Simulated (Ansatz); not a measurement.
Ansatz (a quantum-chemistry and plane-wave program) input file for Cl3HHfS, SMILES [SH][Hf]([Cl])([Cl])[Cl], multiplicity 1, PBE0-D3(BJ)/def2-SVP. 

Ansatz 0.2 input:
```yaml
crystal:
  periodic: [false, false, false]
  atoms:
    - {symbol: Hf, position_ang: [-0.10655265, 0.04810950, 0.00305376]}
    - {symbol: Cl, position_ang: [1.27243122, -1.03918051, -1.43457821]}
    - {symbol: Cl, position_ang: [1.22265254, 0.37751685, 1.80358061]}
    - {symbol: Cl, position_ang: [-0.25097724, 2.16756798, -0.82372119]}
    - {symbol: S, position_ang: [-1.83469320, -1.65417772, 0.47809730]}
    - {symbol: H, position_ang: [-1.12292936, -2.59741410, -0.13920860]}
basis:
  gaussian:
    orbitals: def2-SVP
hamiltonian:
  xc: pbe0
  dispersion: d3bj
relax: {f_tol: 0.002, max_steps: 200}
```

Program output:

```
[...]
mean field: 0.58 GiB planned
mean field -49702.75455206 eV, -1826.5425400510 hartree, gradient 1.9e-5 eV, S^2 0.000000; 0 other end points of the search recorded, 0 dependent functions left out
the calculation of the forces begins
reference -49702.75460789 eV, -1826.5425421028 hartree; 40, 40 occupied and 69, 69 virtual orbitals, 1085 factors
relax step   9: F+E_penalty+E_count = -49702.97971975 eV  Δ(F+E_penalty+E_count) = -1.371e-3 eV  max|allowed force component| = 1.391e-1 eV/Å  Δτ_max = 0.0569 Å  (30 SCF iters, accepted)
these checks for a lower state are left out or cut short: starts, cluster_reference, orbital_swaps, neighbouring_geometries, increment
integrals: 0.06 GiB planned
1085 factors; integrals over basis functions are off by at most 2.5e-4 eV
mean field: 0.58 GiB planned
mean field -49702.75783402 eV, -1826.5426606610 hartree, gradient 1.8e-5 eV, S^2 0.000000; 0 other end points of the search recorded, 0 dependent functions left out
the calculation of the forces begins
reference -49702.75788994 eV, -1826.5426627158 hartree; 40, 40 occupied and 69, 69 virtual orbitals, 1085 factors
relax step  10: F+E_penalty+E_count = -49702.98298276 eV  Δ(F+E_penalty+E_count) = -3.263e-3 eV  max|allowed force component| = 1.671e-2 eV/Å  Δτ_max = 0.1016 Å  (30 SCF iters, accepted)
these checks for a lower state are left out or cut short: starts, cluster_reference, orbital_swaps, neighbouring_geometries, increment
integrals: 0.06 GiB planned
1085 factors; integrals over basis functions are off by at most 2.7e-4 eV
mean field: 0.58 GiB planned
mean field -49702.74222261 eV, -1826.5420869524 hartree, gradient 2.1e-5 eV, S^2 0.000000; 0 other end points of the search recorded, 0 dependent functions left out
the calculation of the forces begins
reference -49702.74227849 eV, -1826.5420890059 hartree; 40, 40 occupied and 69, 69 virtual orbitals, 1085 factors
relax step  11: F+E_penalty+E_count = -49702.96719328 eV  Δ(F+E_penalty+E_count) = +1.579e-2 eV  max|allowed force component| = 7.069e-1 eV/Å  Δτ_max = 0.1663 Å  (29 SCF iters, rejected (line search))
these checks for a lower state are left out or cut short: starts, cluster_reference, orbital_swaps, neighbouring_geometries, increment
integrals: 0.06 GiB planned
1085 factors; integrals over basis functions are off by at most 2.5e-4 eV
mean field: 0.58 GiB planned
mean field -49702.75835985 eV, -1826.5426799848 hartree, gradient 1.3e-5 eV, S^2 0.000000; 0 other end points of the search recorded, 0 dependent functions left out
the calculation of the forces begins
reference -49702.75841579 eV, -1826.5426820405 hartree; 40, 40 occupied and 69, 69 virtual orbitals, 1085 factors
relax step  12: F+E_penalty+E_count = -49702.98347512 eV  Δ(F+E_penalty+E_count) = -4.924e-4 eV  max|allowed force component| = 7.101e-2 eV/Å  Δτ_max = 0.0412 Å  (30 SCF iters, accepted)
these checks for a lower state are left out or cut short: starts, cluster_reference, orbital_swaps, neighbouring_geometries, increment
integrals: 0.06 GiB planned
1085 factors; integrals over basis functions are off by at most 2.6e-4 eV
mean field: 0.58 GiB planned
mean field evaluation 96: about -49702.7191 eV, gradient 1.3e-2 eV
mean field -49702.75877922 eV, -1826.5426953962 hartree, gradient 1.2e-5 eV, S^2 0.000000; 0 other end points of the search recorded, 0 dependent functions left out
the calculation of the forces begins
reference -49702.75883515 eV, -1826.5426974518 hartree; 40, 40 occupied and 69, 69 virtual orbitals, 1085 factors
relax step  13: F+E_penalty+E_count = -49702.98380292 eV  Δ(F+E_penalty+E_count) = -3.278e-4 eV  max|allowed force component| = 8.509e-2 eV/Å  Δτ_max = 0.0279 Å  (32 SCF iters, accepted)
these checks for a lower state are left out or cut short: starts, cluster_reference, orbital_swaps, neighbouring_geometries, increment
integrals: 0.06 GiB planned
1085 factors; integrals over basis functions are off by at most 2.6e-4 eV
mean field: 0.58 GiB planned
mean field -49702.75929343 eV, -1826.5427142934 hartree, gradient 1.3e-5 eV, S^2 0.000000; 0 other end points of the search recorded, 0 dependent functions left out
the calculation of the forces begins
reference -49702.75934936 eV, -1826.5427163488 hartree; 40, 40 occupied and 69, 69 virtual orbitals, 1085 factors
relax step  14: F+E_penalty+E_count = -49702.98433741 eV  Δ(F+E_penalty+E_count) = -5.345e-4 eV  max|allowed force component| = 6.260e-3 eV/Å  Δτ_max = 0.0362 Å  (30 SCF iters, accepted)
these checks for a lower state are left out or cut short: starts, cluster_reference, orbital_swaps, neighbouring_geometries, increment
integrals: 0.06 GiB planned
1085 factors; integrals over basis functions are off by at most 2.6e-4 eV
mean field: 0.58 GiB planned
mean field -49702.75850830 eV, -1826.5426854404 hartree, gradient 1.1e-5 eV, S^2 0.000000; 0 other end points of the search recorded, 0 dependent functions left out
the calculation of the forces begins
reference -49702.75856425 eV, -1826.5426874962 hartree; 40, 40 occupied and 69, 69 virtual orbitals, 1085 factors
relax step  15: F+E_penalty+E_count = -49702.98372660 eV  Δ(F+E_penalty+E_count) = +6.108e-4 eV  max|allowed force component| = 1.273e-1 eV/Å  Δτ_max = 0.0046 Å  (31 SCF iters, rejected (line search))
these checks for a lower state are left out or cut short: starts, cluster_reference, orbital_swaps, neighbouring_geometries, increment
integrals: 0.06 GiB planned
1085 factors; integrals over basis functions are off by at most 2.6e-4 eV
mean field: 0.58 GiB planned
mean field -49702.75929245 eV, -1826.5427142571 hartree, gradient 2.4e-5 eV, S^2 0.000000; 0 other end points of the search recorded, 0 dependent functions left out
the calculation of the forces begins
reference -49702.75934838 eV, -1826.5427163126 hartree; 40, 40 occupied and 69, 69 virtual orbitals, 1085 factors
relax step  16: F+E_penalty+E_count = -49702.98435485 eV  Δ(F+E_penalty+E_count) = -1.744e-5 eV  max|allowed force component| = 3.465e-3 eV/Å  Δτ_max = 0.0023 Å  (24 SCF iters, accepted)
these checks for a lower state are left out or cut short: starts, cluster_reference, orbital_swaps, neighbouring_geometries, increment
integrals: 0.06 GiB planned
1085 factors; integrals over basis functions are off by at most 2.6e-4 eV
mean field: 0.58 GiB planned
mean field evaluation 128: about -49702.7594 eV, gradient 1.4e-5 eV
mean field -49702.75941091 eV, -1826.5427186105 hartree, gradient 1.4e-5 eV, S^2 0.000000; 0 other end points of the search recorded, 0 dependent functions left out
the calculation of the forces begins
reference -49702.75946683 eV, -1826.5427206657 hartree; 40, 40 occupied and 69, 69 virtual orbitals, 1085 factors
relax step  17: F+E_penalty+E_count = -49702.98448872 eV  Δ(F+E_penalty+E_count) = -1.339e-4 eV  max|allowed force component| = 1.848e-2 eV/Å  Δτ_max = 0.0410 Å  (30 SCF iters, accepted)
these checks for a lower state are left out or cut short: starts, cluster_reference, orbital_swaps, neighbouring_geometries, increment
integrals: 0.06 GiB planned
1085 factors; integrals over basis functions are off by at most 2.6e-4 eV
mean field: 0.58 GiB planned
mean field -49702.75943380 eV, -1826.5427194517 hartree, gradient 1.1e-5 eV, S^2 0.000000; 0 other end points of the search recorded, 0 dependent functions left out
the calculation of the forces begins
reference -49702.75948972 eV, -1826.5427215069 hartree; 40, 40 occupied and 69, 69 virtual orbitals, 1085 factors
relax step  18: F+E_penalty+E_count = -49702.98448711 eV  Δ(F+E_penalty+E_count) = +1.611e-6 eV  max|allowed force component| = 1.270e-2 eV/Å  Δτ_max = 0.0139 Å  (32 SCF iters, rejected (line search))
these checks for a lower state are left out or cut short: starts, cluster_reference, orbital_swaps, neighbouring_geometries, increment
integrals: 0.06 GiB planned
1085 factors; integrals over basis functions are off by at most 2.6e-4 eV
mean field: 0.58 GiB planned
mean field -49702.75939334 eV, -1826.5427179651 hartree, gradient 1.1e-5 eV, S^2 0.000000; 0 other end points of the search recorded, 0 dependent functions left out
the calculation of the forces begins
reference -49702.75944927 eV, -1826.5427200202 hartree; 40, 40 occupied and 69, 69 virtual orbitals, 1085 factors
relax step  19: F+E_penalty+E_count = -49702.98450277 eV  Δ(F+E_penalty+E_count) = -1.405e-5 eV  max|allowed force component| = 6.760e-3 eV/Å  Δτ_max = 0.0068 Å  (32 SCF iters, accepted)
these checks for a lower state are left out or cut short: starts, cluster_reference, orbital_swaps, neighbouring_geometries, increment
integrals: 0.06 GiB planned
1085 factors; integrals over basis functions are off by at most 2.6e-4 eV
mean field: 0.58 GiB planned
mean field -49702.75944685 eV, -1826.5427199313 hartree, gradient 1.1e-5 eV, S^2 0.000000; 0 other end points of the search recorded, 0 dependent functions left out
the calculation of the forces begins
reference -49702.75950278 eV, -1826.5427219866 hartree; 40, 40 occupied and 69, 69 virtual orbitals, 1085 factors
relax step  20: F+E_penalty+E_count = -49702.98451689 eV  Δ(F+E_penalty+E_count) = -1.412e-5 eV  max|allowed force component| = 4.770e-3 eV/Å  Δτ_max = 0.0073 Å  (33 SCF iters, accepted)
these checks for a lower state are left out or cut short: starts, cluster_reference, orbital_swaps, neighbouring_geometries, increment
integrals: 0.06 GiB planned
1085 factors; integrals over basis functions are off by at most 2.6e-4 eV
mean field: 0.58 GiB planned
mean field -49702.75945192 eV, -1826.5427201178 hartree, gradient 6.2e-5 eV, S^2 0.000000; 0 other end points of the search recorded, 0 dependent functions left out
the calculation of the forces begins
reference -49702.75950785 eV, -1826.5427221731 hartree; 40, 40 occupied and 69, 69 virtual orbitals, 1085 factors
relax step  21: F+E_penalty+E_count = -49702.98451898 eV  Δ(F+E_penalty+E_count) = -2.089e-6 eV  max|allowed force component| = 2.389e-3 eV/Å  Δτ_max = 0.0010 Å  (22 SCF iters, accepted)
these checks for a lower state are left out or cut short: starts, cluster_reference, orbital_swaps, neighbouring_geometries, increment
integrals: 0.06 GiB planned
1085 factors; integrals over basis functions are off by at most 2.6e-4 eV
mean field: 0.58 GiB planned
mean field -49702.75945439 eV, -1826.5427202084 hartree, gradient 1.3e-5 eV, S^2 0.000000; 0 other end points of the search recorded, 0 dependent functions left out
the calculation of the forces begins
reference -49702.75951031 eV, -1826.5427222637 hartree; 40, 40 occupied and 69, 69 virtual orbitals, 1085 factors
relax step  22: F+E_penalty+E_count = -49702.98451914 eV  Δ(F+E_penalty+E_count) = -1.617e-7 eV  max|allowed force component| = 4.285e-4 eV/Å  Δτ_max = 0.0002 Å  (22 SCF iters, accepted)
integrals: 0.06 GiB planned
1085 factors; integrals over basis functions are off by at most 2.6e-4 eV
mean field: 0.58 GiB planned
mean field evaluation 160: about -49701.2834 eV, gradient 2.2e1 eV
mean field -49702.75945439 eV, -1826.5427202085 hartree, gradient 1.3e-5 eV, S^2 0.000000; 1 other end points of the search recorded, 0 dependent functions left out
the calculation of the forces begins
reference -49702.75951031 eV, -1826.5427222637 hartree; 40, 40 occupied and 69, 69 virtual orbitals, 1085 factors
Total energy: -49702.98457507 eV, -1826.5509932408 hartree
Atom 0 at     0.112056    -0.007616    -0.122494 Å, force    -0.000261    -0.000428     0.000009 eV/Å
Atom 1 at     1.535784    -0.999948    -1.683399 Å, force    -0.000107     0.000139     0.000138 eV/Å
Atom 2 at     1.192613     0.042343     1.945824 Å, force    -0.000048     0.000025    -0.000131 eV/Å
Atom 3 at    -0.636880     2.090166    -0.795507 Å, force     0.000037    -0.000080     0.000030 eV/Å
Atom 4 at    -1.872340    -1.369143     0.081534 Å, force     0.000294     0.000383    -0.000082 eV/Å
Atom 5 at    -1.151301    -2.453380     0.461266 Å, force     0.000084    -0.000039     0.000036 eV/Å
Dipole moment:     0.019414    -0.160506     0.047823 e Å
```

Self-consistency was reached.

Cost: very roughly 90 core-seconds.
